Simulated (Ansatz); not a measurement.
AlH6NOSi can be A, `O[SiH2][NH][AlH2]`, or B, `[OH][AlH][NH][SiH3]`.

Gas-phase electronic energies from Ansatz, PBE0-D4/def2-TZVP geometries. CCSD(T)/CBS adds triple-zeta CCSD(T) − MP2 to the extrapolated MP2 energy (def2 sets, frozen cores). DFT in def2-TZVPP. B3LYP here is the variant with VWN-RPA as its local correlation; programs differ in this. Each species was taken in one conformer, which may not be the lowest.

A:

Z-matrix (Å, degrees):
```
Si
N 1 1.711
O 1 1.650 2 109.6
H 1 1.491 2 112.1 3 -119.5
H 1 1.486 2 106.5 3 120.5
Al 2 1.785 1 128.8 3 -109.0
H 2 1.013 1 114.7 3 67.2
H 3 0.958 1 117.1 2 -154.7
H 6 1.583 2 117.3 1 178.4
H 6 1.580 2 118.3 1 -2.2
```

B:

Z-matrix (Å, degrees):
```
Si
N 1 1.727
H 1 1.491 2 111.8
H 1 1.483 2 108.0 3 -120.1
H 1 1.491 2 111.8 3 119.7
Al 2 1.775 1 130.8 3 120.0
H 2 1.012 1 114.2 3 -59.9
O 6 1.693 2 117.1 1 0.1
H 6 1.579 2 120.3 1 -180.0
H 8 0.955 6 123.7 2 -179.9
```

(1) Which isomer does CCSD(T)/CBS put lower? Give the gap. (An estimate is asked.)

(2) Give E(B) − E(A) in kJ/mol with B3LYP, HF/def2-TZVPP, MP2/def2-TZVPP, ωB97M-V, B2PLYP, CCSD(T)/def2-SVP, CCSD/def2-TZVPP. (An estimate is asked.)

(3) Does the order hold for the free energy at 298.15 K (harmonic terms from PBE0-D4)? (An estimate is asked.)

Largest T1 diagnostic: 0.012.

Answers

(1) Ansatz gave: B, by 31.6 kJ/mol.

(2) The calculation gave: B3LYP -33.4, HF/def2-TZVPP -27.6, MP2/def2-TZVPP -33.5, ωB97M-V -29.7, B2PLYP -33.3, CCSD(T)/def2-SVP -40.9, CCSD/def2-TZVPP -32.1. None reverses the order clearly.

(3) Ansatz gave: Yes: G(B) − G(A) = -31.1 kJ/mol, for one conformer each. Modes under 60 cm⁻¹, often nearly free rotors, make the harmonic entropy too high.

Leaving LDA and LC-ωPBE aside and taking each functional with its dispersion term where it has one, the values, not all of them listed here, spread over 13.3 kJ/mol, from BLYP-D4 to B97M-V. LDA lies +3.7 kJ/mol from PBE without D4. From BLYP to BHLYP (50 % exact exchange), in def2-TZVPP and without D4, E(B) − E(A) moves by +3.9 kJ/mol.
